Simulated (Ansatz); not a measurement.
A search over several starts for the lowest SCF solution of BH2(iPr) (C₃H₉B) at the given spin, in a small basis.

```yaml
crystal:
  periodic: [false, false, false]
  atoms:
    - {symbol: B, position_ang: [1.181497, 1.137477, -0.070808]}
    - {symbol: H, position_ang: [1.777058, 1.470647, 0.930245]}
    - {symbol: H, position_ang: [1.434425, 1.699762, -1.113729]}
    - {symbol: C, position_ang: [0.239033, -0.094052, -0.050541]}
    - {symbol: C, position_ang: [-0.764000, -0.238321, -1.198011]}
    - {symbol: C, position_ang: [-0.345601, -0.517576, 1.299421]}
    - {symbol: H, position_ang: [1.103467, -0.788893, -0.272983]}
    - {symbol: H, position_ang: [-0.310741, 0.005401, -2.170866]}
    - {symbol: H, position_ang: [-1.615673, 0.447030, -1.051318]}
    - {symbol: H, position_ang: [-1.176840, -1.259451, -1.257387]}
    - {symbol: H, position_ang: [-0.753652, -1.541855, 1.267572]}
    - {symbol: H, position_ang: [0.405081, -0.472296, 2.103009]}
    - {symbol: H, position_ang: [-1.174055, 0.152116, 1.585387]}
basis:
  gaussian: {orbitals: def2-SVP, initial_orbitals: start.molden}
hamiltonian: {xc: pbe0, dispersion: d4}
output: {orbitals: {seedname: orbitals}}
```

The file start.molden holds the orbitals of an earlier run on this structure, at another level or in another basis.

```sh
$ ansatz run in.yaml --threads 4 --pin off --events-out ev --progress --plain --max-ram 3916MiB
```

It prints (some lines left out):

```
Functional definition: PBE0
1150 factors; their error is unknown
mean field evaluation 1: about -3925.6515 eV, gradient 3.1e0 eV
mean field evaluation 2: about -3925.6759 eV, gradient 1.8e-2 eV
mean field evaluation 4: about -3925.6576 eV, gradient 8.5e-5 eV
mean field evaluation 8: about -3919.2269 eV, gradient 5.0e1 eV
mean field evaluation 16: about -3925.6576 eV, gradient 3.2e-3 eV
mean field -3925.65757822 eV, -144.2652550932 hartree, gradient 2.2e-5 eV, S^2 0.000000; 1 other end points of the search recorded, 0 dependent functions left out
reference -3925.65760524 eV, -144.2652560861 hartree; 16, 16 occupied and 85, 85 virtual orbitals, 1150 factors
Total energy: -3925.83126017 eV, -144.2716377873 hartree
```

Hardware: 4 threads of Arm Neoverse V1 on a shared host. Wall time 1.1 s.
